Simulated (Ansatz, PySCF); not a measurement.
Process, species as SMILES: C[C](F)F -> C[C-](F)F (an electron is taken up)
Each molecule is optimised on its own at B3LYP-D3(BJ)/def2-TZVP (Ansatz, a first-principles code).

Wanted: adiabatic electron affinity (0 K, with B3LYP-D3(BJ) harmonic zero-point energies from PySCF), positive where the reaction releases energy, in eV. Cores are frozen in the correlated levels unless marked. UHF or UKS for open shells. Spin-orbit coupling is left out. Non-relativistic. Anions need diffuse functions: aug- sets have them; def2-D sets add few. Basis-set limits of correlation are two-point, X^-3; Hartree-Fock from the larger set.

| level | program | adiabatic electron affinity (eV) | minus last row |
|---|---|---|---|
| revPBE/def2-TZVPD | Ansatz | 0.65 | -0.09 |
| B3LYP-D3(BJ)/def2-TZVPD | Ansatz + dftd3 | 0.72 | -0.02 |
| BHLYP-D3(BJ)/def2-TZVPD | Ansatz + dftd3 | 0.35 | -0.39 |
| HSE06-D3(BJ)/def2-TZVPD | Ansatz + dftd3 | 0.43 | -0.31 |
| LC-wPBE/def2-TZVPD | Ansatz | 0.48 | -0.26 |
| SCS-MP2/aug-cc-pVTZ | Ansatz | 0.72 | -0.02 |
| CCSD(T)/CBS(aug-cc-pVTZ,aug-cc-pVQZ) | Ansatz | 0.74 | 0.00 |
